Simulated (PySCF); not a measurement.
Species: C2H13NOSi3.
SMILES with atom numbers: `[CH3:1][NH:2][SiH2:3][CH2:4][SiH2:5][O:6][SiH3:7]` (hydrogens: H8, H9, H10 on C1; H11 on N2; H12, H13 on Si3; H14, H15 on C4; H16, H17 on Si5; H18, H19, H20 on Si7)

All values: CAM-B3LYP/def2-SVPD (PySCF, non-relativistic), on one gas-phase PBE0-D3(BJ)/def2-SVP geometry that isn't relaxed in the solvent. The solvent is an IEF-PCM continuum (Bondi radii, 1.10 Å for H, scaled by 1.2). Only the electrostatic response of the medium enters.

Gas phase at CAM-B3LYP/def2-SVPD: HOMO -8.22 eV, LUMO 0.91 eV, dipole 1.26 D.

**Question.** What does the continuum do to the energy, the frontier levels and the dipole at CAM-B3LYP/def2-SVPD in cyclohexane and chloroform?

**Answer.** 
```
    solvent      ε  E(solvent) − E(gas) (kcal/mol)  polarisation term (kcal/mol)  distortion of the solute (kcal/mol)  HOMO (eV)  LUMO (eV)  dipole (D)
cyclohexane  2.017                           -0.99                         -1.03                                 0.04      -8.11       0.94        1.34
 chloroform  4.711                           -1.84                         -1.99                                 0.15      -8.05       0.95        1.39
```

Polarisation term: ½ Σ q·V over the induced surface charges. Distortion: the rise of the solute's own energy as its density leaves the gas-phase optimum. From cyclohexane to chloroform the lowering changes by a factor 1.86, Onsager's factor (ε − 1)/(2ε + 1) by 1.76 and ε itself by 2.3.

**Question.** Which radius a makes the point-dipole formula ΔE = −[(ε − 1)/(2ε + 1)]·μ²/a³ give the value in chloroform, with the gas-phase dipole?

**Answer.** μ = 0.495 au and |ΔE| = 0.00294 Eh give a = 1.64 Å; the farthest nucleus lies 5.06 Å from the centroid of the nuclei, so such a sphere wouldn't even hold the nuclei. The formula assumes a rigid point dipole at the centre of a sphere.

**Question.** How does the static polarisability (CAM-B3LYP/def2-SVPD, frozen core, with the continuum's full static response) change?

**Answer.** 
```json
{"medium": "gas", "isotropic (au)": "114.6", "principal values (au)": "101.1, 110.2, 132.5", "⟨r²⟩ of the electrons (bohr²)": "2303.8"}
{"medium": "cyclohexane", "isotropic (au)": "127.4", "principal values (au)": "114.3, 124.2, 143.8", "⟨r²⟩ of the electrons (bohr²)": "2303.7"}
{"medium": "chloroform", "isotropic (au)": "139.8", "principal values (au)": "128.5, 138.0, 153.0", "⟨r²⟩ of the electrons (bohr²)": "2303.6"}
```

The isotropic value in chloroform is 1.22 times the gas-phase one; no cavity-field correction is applied. ⟨r²⟩ is taken about the centre of nuclear charge.

Shape of the structure used: `[CH3:1][NH:2][SiH2:3][CH2:4][SiH2:5][O:6][SiH3:7]`: C1–N2–Si3–C4 -67°, N2–Si3–C4–Si5 -39°, Si3–C4–Si5–O6 -168°, C4–Si5–O6–Si7 94°.
